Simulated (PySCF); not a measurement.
Nuclear quadrupole coupling in `COC(=O)C(C)=C=O`

Species: C5H6O3.
Structure used (GFN2-xTB), in Å, numbered top down from 1:
```xyz
14
C5H6O3 angstrom
C      2.551    0.310   -0.120
O      1.200    0.694    0.101
C      0.296   -0.302    0.058
O      0.570   -1.456   -0.148
C     -1.071    0.190    0.296
C     -2.174   -0.841    0.275
C     -1.279    1.459    0.512
O     -1.455    2.587    0.702
H      3.136    1.223   -0.054
H      2.661   -0.146   -1.106
H      2.871   -0.408    0.638
H     -3.139   -0.380    0.463
H     -2.189   -1.336   -0.694
H     -1.977   -1.595    1.035
```

Field gradients from the B3LYP/pcJ-1 density (PySCF, non-relativistic), principal values in atomic units, ordered |Vxx| ≤ |Vyy| ≤ |Vzz|:

```
atom      Vxx      Vyy      Vzz
  O2  -0.4068  -1.3254   1.7322
  O4   0.6941   0.7692  -1.4633
  O8   0.2580   0.7202  -0.9783
```

Q: Find the asymmetry η = (Vxx − Vyy)/Vzz and the couplings χ = eQV/h (234.96 MHz × Q in barn × V in au), with Q(17O) = −0.0256 b.

A: 
```tsv
atom	environment	nucleus	η	χzz (MHz)	χxx (MHz)	χyy (MHz)
O2	ester single-bonded oxygen	17O	0.53	-10.42	2.45	7.97
O4	ester carbonyl oxygen	17O	0.05	8.80	-4.18	-4.63
O8	oxygen bonded to C	17O	0.47	5.88	-1.55	-4.33
```

The tensor is traceless: Vxx + Vyy + Vzz = 0.

Q: What is Vzz at O2 in SI units (1 au = 9.71736 × 10²¹ V/m²)?

A: 1.7322 au = 16.833 × 10²¹ V/m².

Q: And the gradient at the other heavy atoms, for which no coupling is worked out here?

A: 
```csv
atom,environment,Vzz (au),η
C1,methoxy carbon,0.484,0.03
C3,ester carbonyl carbon,-0.321,0.88
C5,outer carbon of cumulated double bonds,-0.205,0.66
C6,methyl carbon,0.180,0.11
C7,central carbon of a ketene,0.526,0.90
```

Were the hydrogens deuterons (Q(2H) = 0.00286 b), χzz would run from 192 kHz (H11 and H10) to 205 kHz (H12).

The structure is a single GFN2-xTB conformer in the gas phase; no vibrational or solvent corrections. GFN2-xTB bond lengths can be off by several hundredths of an ångström, more for odd bonds, and the gradients follow them. A larger basis could move these couplings by a tenth or more.

These values come from a run that also computed spin–spin couplings. Hardware: Arm Neoverse N1, one thread, shared host. Cost: 84 s.
